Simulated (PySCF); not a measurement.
## Spinor energies of Sr(28+) (strontium, charge +28)

Start: [Ne]. Calculated with PySCF 2.14 in an even-tempered Gaussian basis (18 s from 2.3 bohr⁻², ratio 2.6; 13 p from 2.9 bohr⁻², ratio 2.6; 6 d from 3 bohr⁻², ratio 2.8; 3 f from 77 bohr⁻², ratio 2.8): generalised Hartree-Fock with the X2C-1e Hamiltonian and a Gaussian nucleus; spin-orbit coupling (SO) screened by Boettger's factors.

```tsv
spinor shell	electrons	ε, screened SO (eV)	weight of nominal j (screened SO)	rms radius, screened SO (bohr)
1s1/2	2	-17639.4	1.000	0.0450
2s1/2	2	-3610.8	1.000	0.183
2p1/2	2	-3417.2	1.000	0.159
2p3/2	4	-3344.9	1.000	0.163
```

| quantity | screened SO |
| --- | --- |
| E (hartree) | -2613.19467 |
| M_J | 0 |
| ⟨J²⟩ | 0.000 |
| ⟨L²⟩ | 0.002 |
| ⟨S²⟩ | 0.002 |

Breit and QED terms are absent; they matter most for the inner s and p1/2 levels.

Densities and radii are taken from the X2C orbitals without a picture-change correction, which distorts them close to the nucleus.
